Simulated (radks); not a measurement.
Isoelectronic series with 15 electrons, all held in the configuration [Ne] 3s2 3p3, which need not be the ground one along the series. Method: scalar-relativistic Kohn-Sham, PBEsol, spin-polarised, spherical densities, finite nucleus; open shells are filled with parallel spins first (spin-orbit coupling, left out, can overturn this in heavy ions); Fermi nuclear charge, rms radius of each element as measured or else 0.836 A^(1/3) + 0.57 fm; computed with a radial shooting solver on a logarithmic mesh with Libxc functionals. Total energies (hartree) and orbital eigenvalues (eV):

ion    E (hartree)      3p up    3s down      3s up    2p down
P       -341.38082    -6.2423   -12.0349   -14.7417  -123.6139
Ca5+    -671.38302   -98.2107  -112.8824  -118.7481  -415.2637
Mn10+  -1118.30064  -269.8086  -294.3510  -303.0288  -883.0690
Zn15+  -1683.57640  -518.8781  -554.6560  -566.0720  -1524.772
Br20+  -2369.29890  -845.4958  -894.6082  -908.7484  -2341.235
Zr25+  -3178.10436  -1250.270  -1315.788  -1332.663  -3334.191
Rh30+  -4113.19451  -1734.096  -1820.322  -1839.957  -4505.923
Sn35+  -5178.40829  -2298.092  -2410.875  -2433.306  -5859.181
Cs40+   -6378.2921  -2943.586  -3090.695  -3115.966  -7397.164
Nd45+   -7718.2208  -3672.107  -3863.696  -3891.860  -9123.515
Tb50+   -9204.5095  -4485.394  -4734.568  -4765.684  -11042.33
Yb55+  -10844.5723  -5385.406  -5708.916  -5743.049  -13158.19
Re60+  -12647.3974  -6374.325  -6793.565  -6830.788  -15476.14
